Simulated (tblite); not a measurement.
Problem. Write a Z-matrix for `[CH2]/C(=C\F)C(=C)/C=C/F` [radical] as optimised with GFN2-xTB. (Doublet state.)

Solution. 
Z-matrix in Å and degrees, rows numbered from 1:
```
C 
C   1  1.3736
C   2  1.3810  1  123.14
F   3  1.3414  2  121.23  1    -0.50
C   2  1.4875  1  119.94  3   178.49
C   5  1.3338  2  120.15  1   -56.14
C   5  1.4528  2  118.87  1   122.98
C   7  1.3269  5  124.67  2    -9.77
F   8  1.3414  7  121.16  5  -179.05
H   1  1.0733  2  120.90  3   179.83
H   1  1.0748  2  120.94  3     0.38
H   3  1.0767  2  125.68  1   177.84
H   6  1.0759  5  121.42  2    -0.71
H   6  1.0766  5  121.72  2   179.45
H   7  1.0812  5  116.59  2   172.45
H   8  1.0800  7  126.80  5     0.67
```

C6 (carbon bonded to C and 2 H) is planar (angles 121.7°, 121.4° and 116.9°, sum 360.0°, 0.00 Å off the plane of its three neighbours). C7 (carbon bonded to 2 C and H) is planar (angles 124.7°, 118.7° and 116.6°, sum 360.0°, 0.01 Å off the plane of its three neighbours). C1 (carbon bonded to C and 2 H) is planar (angles 120.9°, 120.9° and 118.2°, sum 360.0°, 0.00 Å off the plane of its three neighbours). C3 (carbon bonded to C, F and H) is planar (angles 125.7°, 121.2° and 113.1°, sum 360.0°, 0.01 Å off the plane of its three neighbours).

Structure optimised with GFN2-xTB, isolated species. This method treats the open shell by occupation alone, without spin polarisation.

Point group: C1 (no symmetry element, even within 0.4 Å). Its GFN2-xTB frequencies are all real (lowest 50 cm⁻¹). Torsions: H–C1–C2–C3 180° and 0°, C1–C2–C5–C6 -56°, C2–C5–C7–C8 -10°.

One conformer stands for the species.

These are computed values.
